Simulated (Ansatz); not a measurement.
`N#C[SiH](Cl)[SiH2]F` + H₂O → `O[SiH](Cl)[SiH2]F` + `C#N` at 400 K and 1 bar (formal hydrolysis of the Si–C bond).

Program: Ansatz. Geometries: PBE0-D4/def2-TZVP. ΔE: electronic, gas phase. CCSD(T)/CBS adds triple-zeta CCSD(T) − MP2 to the extrapolated MP2 energy (def2 sets, frozen cores). This one scheme is used for every species. Each species was taken in one conformer, which may not be the lowest.

```csv
species,CCSD(T)/CBS energy (Eh),H − E (kJ/mol),S (J/(mol·K))
`N#C[SiH](Cl)[SiH2]F`,-1232.38364,141.9,432.1
H₂O,-76.37941,69.8,198.6
`O[SiH](Cl)[SiH2]F`,-1215.46540,154.6,412.7
`C#N`,-93.32098,56.1,211.9
```

H − E and S are ideal-gas, rigid-rotor, harmonic terms from PBE0-D4/def2-TZVP, for one conformer and one mirror image of each species. 1 Eh = 2625.50 kJ/mol, R = 8.31446 J/(mol·K).

Problem. By hand: ΔE, ΔH, ΔS and ΔG.

Solution. ΔE = (-1215.46540) + (-93.32098) − (-1232.38364) − (-76.37941) = -0.02333 Eh = -61.3 kJ/mol. Δ(H − E) = 154.6 + 56.1 − 141.9 − 69.8 = -1.0, so ΔH = -62.3 kJ/mol. ΔS = 412.7 + 211.9 − 432.1 − 198.6 = -6.1 J/(mol·K). ΔG = -62.3 − 400 × (-6.1)/1000 = -59.9 kJ/mol.

Problem. By hand: the equilibrium constant, and the temperature at which ΔG would vanish if ΔH and ΔS stayed fixed.

Solution. log₁₀ K = −ΔG/(RT ln 10) = 7.8. ΔG = 0 at ΔH/ΔS = 10213 K, far beyond where these terms or the molecules hold.

The number of gas molecules stays the same, so ΔS is small and ΔH decides. A doubt of 5 kJ/mol in ΔE shifts log₁₀ K by 0.7 here. Other conformers and mirror images would add mixing entropy, several J/(mol·K) or more a flexible species. Modes under 60 cm⁻¹, often nearly free rotors, make the harmonic entropy too high. These are equilibria of isolated gas molecules and say nothing of rates. Largest T1 diagnostic: 0.014 (customary marks: 0.02 for closed shells, 0.045 for open ones).
